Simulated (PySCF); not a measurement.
Excitations are Tamm–Dancoff values on a coarser integration grid. The basis has no diffuse functions, so Rydberg states are missing or too high.

## H₄OSi, SMILES `[SiH3]O` (charge 0, multiplicity 1)

All values below come from PySCF with PBE0-D4/def2-TZVP.

```
Item                                      Value
----------------------  -----------------------
HOMO                                   -8.73 eV
dipole moment                            1.36 D
LUMO                                    0.04 eV
HOMO–LUMO gap                           8.77 eV
S1 excitation (TDA)                     7.14 eV
S1 oscillator strength                    0.002
T1 excitation (TDA)                     6.72 eV
S1–T1 gap (TDA)                         0.42 eV
total energy                       -366.9893 Ha
cost                    roughly 10 core-seconds
```

```xyz
6

O      1.2143     0.1829     0.3431
Si    -0.3878    -0.0490     0.0348
H      1.7933     0.3523    -0.4005
H     -0.6120    -1.2216    -0.8550
H     -1.0242    -0.2868     1.3502
H     -1.0002     1.1423    -0.6154
```
